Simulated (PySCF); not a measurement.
**A search over the determinants of ZnBr**

Unrestricted PBE0; PySCF, scalar-relativistic core potentials, basis sets Zn cc-pVTZ-PP with ECP10, Br cc-pVTZ-PP with ECP10. Outer shells of the fragments: Zn 3d10 4s2; Br 3d10 4s2 4p5.

Followed along the bond (rough minima from three points):

| 2Ms+1 | unpaired | ⟨S²⟩ at the start | R at minimum (Å) | Te (eV) |
| --- | --- | --- | --- | --- |
| 2 | σ ↑ | 0.75 | 2.30 | 0.00 |
| 4 | σ ↑, π ↑↑ | 3.75 | none in the scan | ≤ 5.56 |

Solutions found at the starting distance of 2.305 Å, counted from the lowest of them; the search is not exhaustive and high or unbound solutions are not listed, so other states can lie among these:

```json
{"2Ms+1": "2", "unpaired": "σ ↑", "term": "²Σ⁺", "E (eV)": "0.00", "⟨S²⟩": "0.75", "⟨Lz²⟩": "0.00", "μ (D)": "-2.50"}
{"2Ms+1": "2", "unpaired": "π ↑", "term": "²Π", "E (eV)": "3.26", "⟨S²⟩": "0.75", "⟨Lz²⟩": "1.01", "μ (D)": "3.44"}
{"2Ms+1": "2", "unpaired": "π ↑", "term": "²Π", "E (eV)": "3.94", "⟨S²⟩": "0.77", "⟨Lz²⟩": "1.00", "μ (D)": "-2.50"}
{"2Ms+1": "4", "unpaired": "σ ↑, π ↑↑", "term": "mixed", "E (eV)": "5.81", "⟨S²⟩": "3.75", "⟨Lz²⟩": "2.01", "μ (D)": "3.53"}
{"2Ms+1": "4", "unpaired": "σ ↑, π ↑↑", "term": "mixed", "E (eV)": "5.97", "⟨S²⟩": "3.75", "⟨Lz²⟩": "2.01", "μ (D)": "3.60"}
{"2Ms+1": "4", "unpaired": "σ ↑↑, π ↑", "term": "⁴Π", "E (eV)": "7.02", "⟨S²⟩": "3.76", "⟨Lz²⟩": "1.01", "μ (D)": "2.34"}
```

A term symbol is given only where ⟨S²⟩ and ⟨Lz²⟩ are close to those of a pure state; real π, δ and φ orbitals otherwise mix terms. A positive dipole means Zn(−)Br(+).

Spin–orbit coupling is left out. Counting both spins, an empty level lies below a filled one in some of these solutions, because spin and occupation are held.
